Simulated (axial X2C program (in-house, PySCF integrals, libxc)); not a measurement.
**A run on CsC⁺ that gave no curve**

A calculation with an in-house relativistic program for diatomic molecules was to scan the bond of CsC⁺, spin-free and two-component.

Input:
```json
{"zs": [55, 6], "q": 1, "bas": ["dyall-cv3z", "dyall-v3z"], "levels": ["PBE0", "HF", "PBE"], "cc": true, "r0": 2.76, "thr": -2.0, "nmax": 90, "npts": 10, "nst": 2, "ntry": 6}
```
```bash
python so2c.py task.json out
```

Keys: zs atomic numbers; q charge; bas basis sets; levels methods; cc coupled cluster on or off; r0 starting distance in Å; thr threshold in hartree for freezing inner shells (an s shell follows its p shell); nmax most natural virtual spinors; npts points on the curve; nst determinants followed; ntry starts of the search. HF also brings MP2.

Outcome:

The PBE0 distance search ended without bracketing a minimum (the end of its range of 0.55 to 2.1 times the start, unconverged steps or the time limit), so no curve was computed. This does not show that the molecule is unbound.
